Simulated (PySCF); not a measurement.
TeHBr, SMILES Br[TeH]. Atoms are numbered in the order given.

```xyz
3

Te     0.0329     1.0014     0.0000
H     -1.6273     1.1336     0.0000
Br    -0.0024    -1.5202     0.0000
```

The structure is a stationary point at B3LYP-D3(BJ)/def2-TZVP. The def2 effective core potentials stand for the cores of Te; spin–orbit coupling is left out.

The numbers are results of ωB97X/def2-TZVPD in PySCF, not measurements.

Gas-phase values at a fixed geometry.

The total energy is -2842.86731 hartree. The point group comes out as Cs and the highest occupied level is -8.81 eV. The lowest empty level is -0.88 eV and the orbital gap is 7.93 eV. The dipole moment comes out as 0.371 e·Å. The quadrupole, principal values (traceless, Buckingham form, about the centre of nuclear charge) is -5.05, 1.25, 3.80 D·Å. The mean static polarisability is 65.0 bohr³ (9.63 Å³) and the polarisability, principal values comes out as 54.9, 55.4, 84.7 bohr³.
